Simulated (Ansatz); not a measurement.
C4H11Al (`CC(C)[CH2][AlH2]`), 16 atoms. Total charge 0; spin multiplicity 1. All runs use 4 threads of a server CPU on a shared host. Correlated methods freeze the cores.

Give the basis size and wall time and peak host memory of each of these runs in Ansatz. RKS PBE0-D4/def2-TZVP relaxation (20 steps); RKS B97M-V/def2-TZVPP energy; RHF-CCSD(T)/def2-SVP energy; RKS PBE0-D4/def2-TZVP frequencies; RKS BHLYP-D4/def2-TZVPP energy; RKS PBE0-D4/def2-SVP energy; RKS ωB97M-V/def2-SVP energy; RKS BLYP-D4/def2-TZVPP energy; RHF-MP2/def2-QZVPP energy; RKS ωB97M-V/def2-QZVPP energy; direct RPA on PBE orbitals/def2-TZVPP energy; RKS B2PLYP (frozen core)/def2-TZVPP energy. (Estimate.)

The calculation gave: Other jobs shared the machine, so times are rough.

| level | job | functions | wall time | peak host memory (GiB) |
| --- | --- | --- | --- | --- |
| RKS PBE0-D4/def2-SVP | energy | 129 | 2.2 s | 0.33 |
| RKS BLYP-D4/def2-TZVPP | energy | 320 | 5.5 s | 0.5 |
| RKS ωB97M-V/def2-SVP | energy | 129 | 8 s | 0.45 |
| RKS BHLYP-D4/def2-TZVPP | energy | 320 | 12 s | 0.97 |
| direct RPA on PBE orbitals/def2-TZVPP | energy | 320 | 15 s | 1.1 |
| RKS B2PLYP (frozen core)/def2-TZVPP | energy | 320 | 16 s | 1.1 |
| RKS B97M-V/def2-TZVPP | energy | 320 | 19 s | 0.6 |
| RHF-CCSD(T)/def2-SVP | energy | 129 | 21 s | 0.85 |
| RKS ωB97M-V/def2-QZVPP | energy | 628 | 44 s | 3.2 |
| RHF-MP2/def2-QZVPP | energy | 628 | 68 s | 6.2 |
| RKS PBE0-D4/def2-TZVP | relaxation (20 steps) | 227 | 2.6 min | 0.75 |
| RKS PBE0-D4/def2-TZVP | frequencies | 227 | 8.3 min | 0.7 |
